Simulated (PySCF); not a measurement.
From one molecule to another.

First species: cycloheptane, C7H14.
Bonds: C1–C2, C2–C3, C3–C4, C4–C5, C5–C6, C6–C7, C1–C7. Hydrogens: H8, H9 on C1; H10, H11 on C2; H12, H13 on C3; H14, H15 on C4; H16, H17 on C5; H18, H19 on C6; H20, H21 on C7.

Second species: C7H7ClO2S.
InChI=1S/C7H7ClO2S/c1-6-3-2-4-7(5-6)11(8,9)10/h2-5H,1H3

Levels: PBE0/pcSseg-1 for dipole moment, HOMO energy, LUMO energy and HOMO–LUMO gap; GFN2-xTB for rotational constant A and rotational constant C. Geometries: GFN2-xTB. All species are isolated and taken at one optimised geometry, non-relativistic unless stated; the electronic structure was computed with PySCF and density fitting.

Dipoles, sizes and rotational constants follow the conformer. The torsions of the flexible species, by atom-mapped SMILES:
- `[CH3:1][c:2]1[cH:3][cH:4][cH:5][c:6]([S:7](=[O:8])(=[O:9])[Cl:10])[cH:11]1`: C5–C6–S7–O8 -157°

Values for the first species:

```
Dipole moment         : 0.00 D
HOMO energy           : -8.47 eV
LUMO energy           : 1.44 eV
HOMO–LUMO gap         : 9.91 eV
Rotational constant A : 3.220 GHz
Rotational constant C : 1.755 GHz
```

(1) Estimate the same properties for the second species, and the change in each.

Results:

(1) 
```
             property      first     second  second less first
        dipole moment     0.00 D     5.68 D            +5.68 D
          HOMO energy   -8.47 eV   -7.99 eV           +0.48 eV
          LUMO energy    1.44 eV   -1.97 eV           -3.41 eV
        HOMO–LUMO gap    9.91 eV    6.02 eV           -3.89 eV
rotational constant A  3.220 GHz  1.554 GHz         -1.666 GHz
rotational constant C  1.755 GHz  0.511 GHz         -1.244 GHz
```

On the second: The dipole equals about 18.9 × 10⁻³⁰ C·m (1 D = 3.33564 × 10⁻³⁰ C·m). A dipole of 5.68 D is allowed in C1, and pure rotational transitions are dipole-allowed.
